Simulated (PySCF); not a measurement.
A survey of $^{15}$N NMR shifts

No solvent model, relativity neglected, single conformer, equivalent nuclei averaged. NMR shieldings at PBE0/pcSseg-1/GIAO; coordinates at the GFN2-xTB level; PySCF 2.14.0 with density-fitted response routines.

Shieldings were converted by a linear fit to measured shifts: $^{15}$N (scatter 6.3 ppm rms vs CH3NO2, solution or neat liquid). Occasional misses reach two or three times the rms, and more in compound classes unlike the fitted ones.

Question: Give the $^{15}$N shifts of `CC(=O)N1[SiH2]CN[Si@H]1C`, `C#C[Si@@H]1C[C@@H](F)[SiH2]N1`, `C#Cc1ncn(C)c1C`, `CCc1ccc(C#N)[nH]1`, `CCc1ccc(C#N)[nH]1`, `C[Si@H]([SiH3])/C(C#N)=C\F`, `C#C[C@@H](C#N)C1CNC1`.

Answer: 
```json
{"compound": "[CH3:1][C:2](=[O:3])[N:4]1[SiH2:5][CH2:6][NH:7][Si@H:8]1[CH3:9]", "environment": "N4: amide-type nitrogen", "δ (ppm)": "-273.1"}
{"compound": "[CH3:1][C:2](=[O:3])[N:4]1[SiH2:5][CH2:6][NH:7][Si@H:8]1[CH3:9]", "environment": "N7: nitrogen bonded to C, Si, H, in a 5-membered ring", "δ (ppm)": "-370.9"}
{"compound": "C#C[Si@@H]1C[C@@H](F)[SiH2]N1", "environment": "nitrogen bonded to 2 Si, H, in a 5-membered ring", "δ (ppm)": "-376.6"}
{"compound": "[CH:1]#[C:2][c:3]1[n:4][cH:5][n:6]([CH3:7])[c:8]1[CH3:9]", "environment": "N4: pyridine-type nitrogen of an azole", "δ (ppm)": "-107.2"}
{"compound": "[CH:1]#[C:2][c:3]1[n:4][cH:5][n:6]([CH3:7])[c:8]1[CH3:9]", "environment": "N6: pyrrole-type ring nitrogen", "δ (ppm)": "-222.6"}
{"compound": "[CH3:1][CH2:2][c:3]1[cH:4][cH:5][c:6]([C:7]#[N:8])[nH:9]1", "environment": "N8: nitrile nitrogen", "δ (ppm)": "-99.2"}
{"compound": "[CH3:1][CH2:2][c:3]1[cH:4][cH:5][c:6]([C:7]#[N:8])[nH:9]1", "environment": "N9: pyrrole-type ring nitrogen", "δ (ppm)": "-228.9"}
{"compound": "[CH3:1][CH2:2][c:3]1[cH:4][cH:5][c:6]([C:7]#[N:8])[nH:9]1", "environment": "N8: nitrile nitrogen", "δ (ppm)": "-99.2"}
{"compound": "[CH3:1][CH2:2][c:3]1[cH:4][cH:5][c:6]([C:7]#[N:8])[nH:9]1", "environment": "N9: pyrrole-type ring nitrogen", "δ (ppm)": "-228.9"}
{"compound": "C[Si@H]([SiH3])/C(C#N)=C\\F", "environment": "nitrile nitrogen", "δ (ppm)": "-92.7"}
{"compound": "[CH:1]#[C:2][C@@H:3]([C:4]#[N:5])[CH:6]1[CH2:7][NH:8][CH2:9]1", "environment": "N5: nitrile nitrogen", "δ (ppm)": "-118.5"}
{"compound": "[CH:1]#[C:2][C@@H:3]([C:4]#[N:5])[CH:6]1[CH2:7][NH:8][CH2:9]1", "environment": "N8: amine nitrogen", "δ (ppm)": "-370.2"}
```

Question: Order these by $^{15}$N shift, lowest first.
A. C#C[Si@@H]1C[C@@H](F)[SiH2]N1
B. N#C/C([SiH3])=C(/[SiH3])CF
C. C[C@@H]1[SiH2][C@@H](F)[Si@@H]1C#N

Answer: A (-376.6 ppm, nitrogen bonded to 2 Si, H, in a 5-membered ring), B (-83.0 ppm, nitrile nitrogen), C (-50.7 ppm, nitrile nitrogen).
